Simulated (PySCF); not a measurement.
Radial density of In²⁺ (indium, charge +2)

UHF, [Kr] 4d9 5s1 5p1, one real determinant (an excited configuration). Calculation: PySCF 2.14, in x2c-TZVPPall; the spin-free X2C one-electron Hamiltonian (Gaussian nucleus).

```json
{"r (bohr)": "0.0272", "4πr²ρ (e/bohr)": "60.11", "4πr²(ρα − ρβ)": "0.0077"}
{"r (bohr)": "0.0458", "4πr²ρ (e/bohr)": "54.87", "4πr²(ρα − ρβ)": "0.0178"}
{"r (bohr)": "0.0770", "4πr²ρ (e/bohr)": "76.73", "4πr²(ρα − ρβ)": "0.0659"}
{"r (bohr)": "0.129", "4πr²ρ (e/bohr)": "66.88", "4πr²(ρα − ρβ)": "0.1457"}
{"r (bohr)": "0.218", "4πr²ρ (e/bohr)": "59.65", "4πr²(ρα − ρβ)": "0.3287"}
{"r (bohr)": "0.366", "4πr²ρ (e/bohr)": "49.60", "4πr²(ρα − ρβ)": "0.0290"}
{"r (bohr)": "0.616", "4πr²ρ (e/bohr)": "18.97", "4πr²(ρα − ρβ)": "0.6860"}
{"r (bohr)": "1.04", "4πr²ρ (e/bohr)": "17.52", "4πr²(ρα − ρβ)": "0.9775"}
{"r (bohr)": "1.74", "4πr²ρ (e/bohr)": "3.697", "4πr²(ρα − ρβ)": "1.0705"}
{"r (bohr)": "2.93", "4πr²ρ (e/bohr)": "0.8358", "4πr²(ρα − ρβ)": "0.7549"}
{"r (bohr)": "4.93", "4πr²ρ (e/bohr)": "0.03443", "4πr²(ρα − ρβ)": "0.0344"}
{"r (bohr)": "8.30", "4πr²ρ (e/bohr)": "0.0003262", "4πr²(ρα − ρβ)": "0.0003"}
```

Densities and radii are taken from the X2C orbitals without a picture-change correction, which distorts them close to the nucleus.

⟨L²⟩ = 8.04 against 12 for a pure F term, so this real determinant mixes terms.
